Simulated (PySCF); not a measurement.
Mapped SMILES: `[CH3:1][N+:2]([CH3:3])([CH3:4])[AlH2-:5][c:6]1[cH:7][cH:8][cH:9][s:10]1`. Hydrogens are named by the atom that carries them.

Geometry: PBE0-D3(BJ)/def2-SVP; GIAO shifts from PySCF 2.14.0 with density-fitted response routines, gas phase, non-relativistic, averaged over equivalent atoms.

At PBE0/pcSseg-1 (254 basis functions):
```csv
atoms,δ (ppm)
C6,153.2
C9,138.7
C7,135.6
C8,131.1
C1/C3/C4,47.7
N2,43.5
Al5,75.7
S10,264.2
H(C9),7.52
H(C8),7.21
H(C7),7.07
H(Al5),4.26
H(C1)/H(C3)/H(C4),2.66
```

Scale: TMS for ¹³C (σ = 184.41 ppm) and ¹H (σ = 31.27 ppm); ¹⁵N (σ = 265.67 ppm) against NH3; ²⁷Al (σ = 489.28 ppm) against AlH4-; CS2 for ³³S (σ = 495.66 ppm) (reference shieldings calculated alike).

**Question.** What do these become at KT2/pcSseg-1?

**Answer.** 
| atoms | δ at KT2/pcSseg-1 | change |
| --- | --- | --- |
| C6 | 138.3 | -14.9 |
| C9 | 125.8 | -12.9 |
| C7 | 124.4 | -11.2 |
| C8 | 120.5 | -10.6 |
| C1/C3/C4 | 49.1 | +1.4 |
| N2 | 51.4 | +7.9 |
| Al5 | 83.7 | +8.0 |
| S10 | 254.3 | -9.9 |
| H(C9) | 7.32 | -0.20 |
| H(C8) | 7.08 | -0.13 |
| H(C7) | 6.98 | -0.09 |
| H(Al5) | 4.50 | +0.24 |
| H(C1)/H(C3)/H(C4) | 2.72 | +0.06 |

References, each an isolated molecule treated in the same way: ¹³C (σ = 183.22 ppm), ¹H (σ = 31.18 ppm) against TMS; NH3 for ¹⁵N (σ = 264.30 ppm); ²⁷Al (σ = 497.73 ppm) vs AlH4-; ³³S (σ = 518.69 ppm) vs CS2.

The largest change is at C6 (substituted aromatic carbon next to the ring sulfur). Cost: 254 basis functions. The order of the carbon signals is the same at both levels.

Experimental scales use liquid or dissolved standards, which lie at an offset from isolated NH3 (liquid NH3: subtract about 20 ppm).
